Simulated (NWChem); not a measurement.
System: C₂H₂F₂; SMILES F/C=C\F

Input file for NWChem:

```
start job
memory heap 200 mb stack 900 mb global 1100 mb
geometry units angstroms noautosym nocenter noautoz
  F     -1.390480     0.000000     0.557303
  C     -0.663844     0.000000    -0.571349
  C      0.663844     0.000000    -0.571349
  F      1.390480     0.000000     0.557303
  H     -1.249322     0.000000    -1.483853
  H      1.249322     0.000000    -1.483853
end
basis spherical
  F library def2-svp
  C library def2-svp
  H library def2-svp
end
dft
  xc b3lyp
  iterations 150
end
cosmo
  dielec 20.7
end
task dft energy
```

Structure relaxed at the B3LYP/6-31G* (spherical d) level.

Level: B3LYP/def2-SVP with COSMO at NWChem's default radii, gas-phase geometry; the question gives the dielectric constant.

### Question
Give the results of this calculation. (B3LYP/def2-SVP, COSMO on the gas-phase geometry.) Quantities: electrostatic solvation energy (kcal/mol); dipole in solution (D).

### Answer
```
Property                                   Value
-----------------------------------------  -----
electrostatic solvation energy (kcal/mol)   -3.1
dipole in solution (D)                      2.74
```
